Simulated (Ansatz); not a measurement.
`F[SiH2]S[SiH3]`, charge 0, multiplicity 1.

(1) Give a relaxed structure at PBE0-D4/def2-TZVP (Ansatz). (Best estimate.)

Answers

(1) The calculation gave: 
Z-matrix (Å, degrees):
```
Si
S 1 2.123
F 1 1.594 2 106.6
H 1 1.481 2 111.3 3 117.9
H 1 1.481 2 111.3 3 -117.9
Si 2 2.141 1 97.4 3 -179.2
H 6 1.485 2 110.9 1 -60.8
H 6 1.481 2 105.5 1 179.7
H 6 1.485 2 110.9 1 60.3
```
Point group Cs.
This is one stationary point; other conformers may exist.
